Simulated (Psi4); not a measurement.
H₂O₂Zn (SMILES [OH][Zn][OH]), singlet, geometry from GFN2-xTB (such geometries of metal compounds can be far from the true shape).

The Psi4 input:
```
memory 2 GB

molecule mol {
0 1
Zn   -0.000436    0.169482    0.031072
O     1.253232   -0.157725   -1.081838
H     1.826601    0.515612   -1.441727
O    -1.251444   -0.537476    0.954383
H    -1.827828   -0.038460    1.529206
}

set {
  basis def2-svp
  reference rks
}

energy('pbe0')
print_variables()
```

Question: What is the computed number of basis functions (PBE0/def2-SVP (Psi4))?

Answer: 69

Question: What is the computed dipole moment (PBE0/def2-SVP)?

Answer: 3.86 D

Question: Give the total energy at the level PBE0/def2-SVP.

Answer: -1930.2674 Eh
